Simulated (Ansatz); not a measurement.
cyclo-(H2SnS)2 (Sn₂H₄S₂). Total charge 0; singlet. Geometry PBE-D4/def2-SVP, basis def2-TZVP, Ansatz.

```xyz
8

Sn    0.9979    0.9217    0.9275
H     2.5807    1.4262    0.4404
H     0.5851    1.4998    2.5062
S    -0.7107    1.5182   -0.7441
Sn   -0.9977   -0.9217   -0.9277
H    -2.5799   -1.4237   -0.4360
H    -0.5896   -1.5021   -2.5068
S     0.7141   -1.5184    0.7405
```

```
run  HOMO (eV)  LUMO (eV)
  A      -6.15      -2.63
  B      -8.28      -0.73
  C      -9.87       0.49
  D      -7.25      -1.55
  E      -6.35      -2.20
  F      -9.36       0.11
```

In the def2 sets Sn takes a core potential; there is no spin–orbit coupling. LC-ωPBE has ω = 0.4 bohr⁻¹.

Problem. The runs used BHLYP, LC-ωPBE, LDA (SPW92), PBE0, r2SCAN, ωB97M-V. Estimate which is which.

Solution. A LDA (SPW92) (0 % exact exchange); B BHLYP (50 % exact exchange); C LC-ωPBE (range-separated); D PBE0 (25 % exact exchange); E r2SCAN (0 % exact exchange); F ωB97M-V (range-separated). Exact exchange lowers occupied and raises empty levels; among semilocal functionals meta-GGAs tend to open the gap a little, and such runs are hard to tell apart. The gap grows from 3.52 eV (LDA (SPW92)) to 10.36 eV (LC-ωPBE).
